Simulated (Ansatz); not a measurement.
Ge(vinyl)3(NHtBu) (C10H19GeN). Charge 0, multiplicity 3. Geometry PBE-D4/def2-SVP, that of the neutral singlet.

```xyz
31

Ge    1.1047   -0.5193   -0.1863
C     1.5379   -2.3998    0.1412
C     1.8649   -3.2876   -0.8166
H     1.5355   -2.7289    1.1985
H     1.8907   -3.0081   -1.8851
H     2.1183   -4.3362   -0.5799
C     0.9022   -0.2123   -2.1181
C     0.1242   -0.9654   -2.9202
H     1.4693    0.6267   -2.5643
H    -0.4655   -1.8145   -2.5313
H     0.0301   -0.7690   -4.0029
C     2.5302    0.6325    0.5006
C     2.4590    1.2152    1.7115
H     3.4380    0.7690   -0.1170
H     1.5658    1.0816    2.3476
H     3.2745    1.8399    2.1169
N    -0.4038   -0.2318    0.8668
C    -1.4536    0.7802    0.6526
C    -2.5262    0.2731   -0.3368
C    -2.1104    1.0673    2.0182
C    -0.8259    2.0732    0.1088
H    -0.8167   -1.1242    1.1607
H    -3.3430    1.0127   -0.4731
H    -2.0758    0.0682   -1.3283
H    -2.9840   -0.6683    0.0339
H    -2.5446    0.1396    2.4467
H    -2.9283    1.8118    1.9280
H    -1.3574    1.4517    2.7350
H    -0.3726    1.9118   -0.8910
H    -0.0376    2.4525    0.7874
H    -1.5996    2.8584   -0.0033
```

At PBE0-D4/def2-SVP a singlet of charge 0 lies 3.95 eV below the triplet at the same geometry.

Estimate the α-spin orbital energies around the gap (eV) in Ansatz with PBE-D4/def2-SVP, r2SCAN-D4/def2-SVP, PBE0-D4/def2-SVP.


| orbital | PBE-D4/def2-SVP | r2SCAN-D4/def2-SVP | PBE0-D4/def2-SVP |
| --- | --- | --- | --- |
| HOMO−5 | -7.08 | -7.50 | -8.58 |
| HOMO−4 | -6.93 | -7.35 | -8.37 |
| HOMO−3 | -6.41 | -6.73 | -7.67 |
| HOMO−2 | -6.18 | -6.49 | -7.40 |
| HOMO−1 | -5.98 | -5.74 | -6.52 |
| HOMO | -1.76 | -2.51 | -3.61 |
| LUMO | -1.24 | -1.16 | -0.34 |
| LUMO+1 | -0.62 | -0.48 | 0.40 |
| LUMO+2 | 0.34 | 1.03 | 1.46 |
| LUMO+3 | 1.43 | 1.83 | 2.15 |
| LUMO+4 | 1.44 | 1.99 | 2.49 |
| LUMO+5 | 1.56 | 2.26 | 2.65 |
| β HOMO | -5.57 | -5.45 | -6.31 |
| β LUMO | -5.17 | -4.73 | -4.14 |
